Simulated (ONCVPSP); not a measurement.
**Plane-wave convergence, ONCV potential for Ag**

silver, optimised norm-conserving Vanderbilt (ONCV), made with ONCVPSP 4.0.1 (PBEsol, fully relativistic). Core [Ar] 3d10, reference 4s2 4p6 4d10 5s1. Waves: 4s+5s: rc 1.50 bohr, ncon 4, nbas 8, qcut 9.9 1/bohr, 2 projectors; 4p: rc 1.15 bohr, ncon 4, nbas 9, qcut 8 1/bohr, 1 projector; 4d: rc 1.35 bohr, ncon 4, nbas 8, qcut 6 1/bohr, 2 projectors, debl 2.5 Ha; f scattering state at 0.11 Ha: rc 1.60 bohr, ncon 5, nbas 10, qcut 7.1 1/bohr, 2 projectors, debl 3.9 Ha. Local part: polynomial inside 0.85 bohr (lpopt 5, dvloc0 6 Ha). Core correction: Teter function, fcfact 3, rcfact 1.1.

Open shells are filled in proportion to 2j + 1.

For each optimised wave give the share of its norm inside rc, the residual kinetic energy above qcut (Ha) and the cutoffs (Ha) for errors of 10, 1, 0.1 and 0.01 mHa per electron.

```
               wave  norm inside rc  residual KE  10 mHa  1 mHa  0.1 mHa  0.01 mHa
                 4s           0.955      5.7e-08    23.6   30.5     36.1      40.6
                 5s           0.047      4.0e-08    17.2   26.7     33.7      39.4
           4p j=3/2           0.691      1.4e-03    14.8   35.6    188.4     219.9
           4p j=1/2           0.723      1.3e-03    14.8   34.7    187.9     219.9
           4d j=5/2           0.545      4.0e-02    33.4  114.6    133.7     176.9
d projector 2 j=5/2           0.073      2.6e-02    20.8   39.2    107.0     169.4
           4d j=3/2           0.560      4.4e-02    35.6  115.9    134.5     178.5
d projector 2 j=3/2           0.072      2.8e-02    21.0   40.1    108.7     170.1
f projector 1 j=7/2           0.000      8.7e-08     0.2    0.4      1.0       6.7
f projector 2 j=7/2           0.164      8.9e-02    49.7  172.4    199.4     214.3
f projector 1 j=5/2           0.000      8.8e-08     0.2    0.4      1.0       6.7
f projector 2 j=5/2           0.165      9.0e-02    50.2  172.6    199.6     214.4
```

The occupied waves need 116 Ha and 188 Ha for 1 and 0.1 mHa. Rows with under 1 % of the norm inside rc give no meaningful cutoff.
